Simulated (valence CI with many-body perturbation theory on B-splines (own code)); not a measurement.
# E1 transitions of In41+

Level of theory: valence CI with perturbative core correlation (CI+MBPT): six valence electrons over a frozen Dirac-Fock core [He], radial functions for each j: 9 s, 9 p, 8 d, 6 f, 3 g, 1 h, with the one-electron correlation potential Σ1, the two-electron term Σ2, the three-electron term Σ3, Breit, model QED; selected CI, second order for the rest, scaled by the run's own slope (own B-spline code, finite nucleus).

No measured spectrum was set against this ion. As an estimate, large intervals hold to a few tenths of a per cent, small ones and those within an open d or f shell to about a per cent. Among the levels kept, up to 2200 cm⁻¹ of a level comes from second order outside the variational space, and about a tenth of that is noise between levels of different J, which matters for small intervals.

Lines 151 to 200 of 232 in falling wavelength, among levels below 4072.2 eV, chosen from the strongest by gf and those to the six lowest levels. Wavelengths and rates use the calculated energies. Electric multipoles are in the length gauge with retardation, E1 and E2 with the static RPA response of the core. Weak lines are less certain than strong ones. Lines between different terms over intervals too small for the method are left out, as are lines whose strength nearly cancels. The highest levels of a list are the least certain.

Levels are named by their leading jj configuration (3d3/2^4 stands for four electrons in 3d with j = 3/2), which in mixed levels can hold well under half, so a name can repeat and another be missing. Letters in brackets count levels of one name in rising energy.

| λ vac (Å) | Upper | Lower | A (s⁻¹) | S (a.u.) with core polarisation | S without |
| --- | --- | --- | --- | --- | --- |
| 3.452 | (2s^2 2p1/2 2p3/2^2 3d3/2) J=1 [b] | (2s^2 2p3/2^4) J=0 | 6.70e+10 | 4.08e-06 | 4.06e-06 |
| 3.451 | (2s^2 2p1/2^2 2p3/2 3d3/2) J=2 | (2s^2 2p1/2 2p3/2^3) J=1 | 8.08e+11 | 8.20e-05 | 8.17e-05 |
| 3.450 | (2s^2 2p1/2 2p3/2^2 3s) J=2 [a] | (2s^2 2p1/2 2p3/2^3) J=1 | 3.50e+12 | 3.55e-04 | 3.54e-04 |
| 3.448 | (2s^2 2p1/2 2p3/2^2 3s) J=3 | (2s^2 2p1/2 2p3/2^3) J=2 | 4.73e+12 | 6.70e-04 | 6.69e-04 |
| 3.444 | (2s^2 2p1/2^2 2p3/2 3d3/2) J=1 | (2s^2 2p1/2 2p3/2^3) J=1 | 3.93e+12 | 2.38e-04 | 2.37e-04 |
| 3.444 | (2s^2 2p1/2^2 2p3/2 3d3/2) J=0 | (2s^2 2p1/2 2p3/2^3) J=1 | 1.24e+11 | 2.49e-06 | 2.50e-06 |
| 3.443 | (2s^2 2p1/2 2p3/2^2 3s) J=2 [b] | (2s^2 2p1/2 2p3/2^3) J=2 | 1.57e+13 | 1.59e-03 | 1.58e-03 |
| 3.443 | (2s^2 2p1/2 2p3/2^2 3s) J=1 [a] | (2s^2 2p1/2 2p3/2^3) J=1 | 2.52e+13 | 1.52e-03 | 1.52e-03 |
| 3.443 | (2s^2 2p1/2 2p3/2^2 3d5/2) J=1 [b] | (2s^2 2p3/2^4) J=0 | 6.88e+12 | 4.16e-04 | 4.15e-04 |
| 3.440 | (2s^2 2p1/2^2 2p3/2 3d5/2) J=2 | (2s^2 2p1/2 2p3/2^3) J=2 | 1.54e+13 | 1.55e-03 | 1.54e-03 |
| 3.438 | (2s^2 2p1/2^2 2p3/2 3s) J=2 | (2s^2 2p1/2^2 2p3/2^2) J=2 | 1.52e+13 | 1.53e-03 | 1.52e-03 |
| 3.435 | (2s^2 2p3/2^3 3s) J=1 | (2s^2 2p3/2^4) J=0 | 1.80e+13 | 1.08e-03 | 1.08e-03 |
| 3.433 | (2s^2 2p1/2^2 2p3/2 3s) J=1 | (2s^2 2p1/2^2 2p3/2^2) J=2 | 2.82e+13 | 1.69e-03 | 1.68e-03 |
| 3.430 | (2s^2 2p1/2^2 2p3/2 3d5/2) J=3 | (2s^2 2p1/2 2p3/2^3) J=2 | 6.86e+11 | 9.56e-05 | 9.55e-05 |
| 3.428 | (2s^2 2p1/2 2p3/2^2 3s) J=2 [b] | (2s^2 2p1/2 2p3/2^3) J=1 | 2.94e+12 | 2.93e-04 | 2.92e-04 |
| 3.427 | (2s^2 2p1/2^2 2p3/2 3d5/2) J=1 | (2s^2 2p1/2 2p3/2^3) J=2 | 1.47e+12 | 8.79e-05 | 8.76e-05 |
| 3.425 | (2s^2 2p1/2^2 2p3/2 3d5/2) J=2 | (2s^2 2p1/2 2p3/2^3) J=1 | 1.93e+12 | 1.92e-04 | 1.91e-04 |
| 3.424 | (2s 2p1/2^2 2p3/2^2 3s) J=1 | (2s 2p1/2^2 2p3/2^3) J=2 | 7.99e+12 | 4.75e-04 | 4.74e-04 |
| 3.417 | (2s^2 2p1/2 2p3/2^2 3s) J=1 [b] | (2s^2 2p1/2 2p3/2^3) J=2 | 1.25e+13 | 7.40e-04 | 7.38e-04 |
| 3.412 | (2s^2 2p1/2^2 2p3/2 3d5/2) J=1 | (2s^2 2p1/2 2p3/2^3) J=1 | 1.42e+09 | 8.38e-08 | 8.72e-08 |
| 3.406 | (2s^2 2p1/2 2p3/2^2 3s) J=0 | (2s^2 2p1/2 2p3/2^3) J=1 | 1.79e+13 | 3.49e-04 | 3.49e-04 |
| 3.403 | (2s^2 2p1/2 2p3/2^2 3s) J=1 [b] | (2s^2 2p1/2 2p3/2^3) J=1 | 3.42e+12 | 2.00e-04 | 1.99e-04 |
| 3.278 | (2s^2 2p1/2^2 2p3/2 3d3/2) J=1 | (2s^2 2p1/2^2 2p3/2^2) J=0 | 1.21e+13 | 6.29e-04 | 6.29e-04 |
| 3.277 | (2s^2 2p1/2 2p3/2^2 3s) J=1 [a] | (2s^2 2p1/2^2 2p3/2^2) J=0 | 2.78e+12 | 1.45e-04 | 1.45e-04 |
| 3.277 | (2s^2 2p1/2 2p3/2^2 3d3/2) J=1 [a] | (2s^2 2p1/2 2p3/2^3) J=2 | 8.27e+12 | 4.31e-04 | 4.31e-04 |
| 3.276 | (2s^2 2p1/2 2p3/2^2 3d3/2) J=2 [a] | (2s^2 2p1/2 2p3/2^3) J=2 | 2.16e+12 | 1.87e-04 | 1.87e-04 |
| 3.271 | (2s^2 2p1/2 2p3/2^2 3d3/2) J=3 [a] | (2s^2 2p1/2 2p3/2^3) J=2 | 4.23e+11 | 5.11e-05 | 5.11e-05 |
| 3.263 | (2s^2 2p1/2 2p3/2^2 3d5/2) J=3 [a] | (2s^2 2p1/2 2p3/2^3) J=2 | 9.80e+12 | 1.18e-03 | 1.18e-03 |
| 3.263 | (2s^2 2p1/2 2p3/2^2 3d3/2) J=1 [a] | (2s^2 2p1/2 2p3/2^3) J=1 | 2.43e+12 | 1.25e-04 | 1.25e-04 |
| 3.262 | (2s^2 2p1/2 2p3/2^2 3d3/2) J=2 [a] | (2s^2 2p1/2 2p3/2^3) J=1 | 7.28e+11 | 6.24e-05 | 6.24e-05 |
| 3.262 | (2s^2 2p1/2 2p3/2^2 3d3/2) J=0 | (2s^2 2p1/2 2p3/2^3) J=1 | 3.68e+13 | 6.31e-04 | 6.31e-04 |
| 3.256 | (2s^2 2p1/2^2 2p3/2 3d3/2) J=2 | (2s^2 2p1/2^2 2p3/2^2) J=2 | 2.24e+13 | 1.91e-03 | 1.91e-03 |
| 3.255 | (2s^2 2p1/2 2p3/2^2 3s) J=2 [a] | (2s^2 2p1/2^2 2p3/2^2) J=2 | 1.03e+12 | 8.80e-05 | 8.75e-05 |
| 3.254 | (2s^2 2p1/2 2p3/2^2 3d3/2) J=2 [b] | (2s^2 2p1/2 2p3/2^3) J=2 | 2.36e+07 | 2.01e-09 | 1.41e-09 |
| 3.254 | (2s^2 2p1/2 2p3/2^2 3d5/2) J=1 [a] | (2s^2 2p1/2 2p3/2^3) J=2 | 1.07e+13 | 5.45e-04 | 5.46e-04 |
| 3.253 | (2s^2 2p1/2 2p3/2^2 3d3/2) J=3 [b] | (2s^2 2p1/2 2p3/2^3) J=2 | 1.36e+11 | 1.62e-05 | 1.62e-05 |
| 3.252 | (2s^2 2p1/2^2 2p3/2 3d3/2) J=3 | (2s^2 2p1/2^2 2p3/2^2) J=2 | 8.80e+11 | 1.05e-04 | 1.05e-04 |
| 3.250 | (2s^2 2p1/2^2 2p3/2 3d3/2) J=1 | (2s^2 2p1/2^2 2p3/2^2) J=2 | 5.36e+13 | 2.72e-03 | 2.73e-03 |
| 3.249 | (2s^2 2p1/2^2 2p3/2 3d5/2) J=1 | (2s^2 2p1/2^2 2p3/2^2) J=0 | 2.23e+14 | 1.13e-02 | 1.13e-02 |
| 3.249 | (2s^2 2p1/2 2p3/2^2 3s) J=1 [a] | (2s^2 2p1/2^2 2p3/2^2) J=2 | 4.52e+10 | 2.29e-06 | 2.18e-06 |
| 3.246 | (2s^2 2p1/2 2p3/2^2 3d3/2) J=1 [b] | (2s^2 2p1/2 2p3/2^3) J=2 | 2.65e+13 | 1.34e-03 | 1.34e-03 |
| 3.243 | (2s^2 2p1/2 2p3/2^2 3d5/2) J=2 | (2s^2 2p1/2 2p3/2^3) J=2 | 1.73e+13 | 1.46e-03 | 1.46e-03 |
| 3.241 | (2s^2 2p1/2 2p3/2^2 3d3/2) J=2 [b] | (2s^2 2p1/2 2p3/2^3) J=1 | 3.14e+13 | 2.64e-03 | 2.64e-03 |
| 3.241 | (2s^2 2p1/2 2p3/2^2 3d5/2) J=1 [a] | (2s^2 2p1/2 2p3/2^3) J=1 | 5.13e+13 | 2.58e-03 | 2.59e-03 |
| 3.241 | (2s^2 2p3/2^3 3s) J=2 | (2s^2 2p1/2 2p3/2^3) J=2 | 6.75e+13 | 5.67e-03 | 5.67e-03 |
| 3.240 | (2s^2 2p1/2 2p3/2^2 3s) J=1 [b] | (2s^2 2p1/2^2 2p3/2^2) J=0 | 8.17e+12 | 4.12e-04 | 4.14e-04 |
| 3.239 | (2s^2 2p1/2 2p3/2^2 3s) J=3 | (2s^2 2p1/2^2 2p3/2^2) J=2 | 6.28e+13 | 7.38e-03 | 7.37e-03 |
| 3.238 | (2s^2 2p1/2 2p3/2^2 3d5/2) J=1 [b] | (2s^2 2p1/2 2p3/2^3) J=2 | 1.35e+14 | 6.80e-03 | 6.80e-03 |
| 3.236 | (2s^2 2p1/2 2p3/2^2 3d3/2) J=2 [c] | (2s^2 2p1/2 2p3/2^3) J=2 | 1.07e+13 | 8.92e-04 | 8.91e-04 |
| 3.236 | (2s^2 2p1/2 2p3/2^2 3s) J=2 [b] | (2s^2 2p1/2^2 2p3/2^2) J=2 | 9.25e+13 | 7.73e-03 | 7.73e-03 |
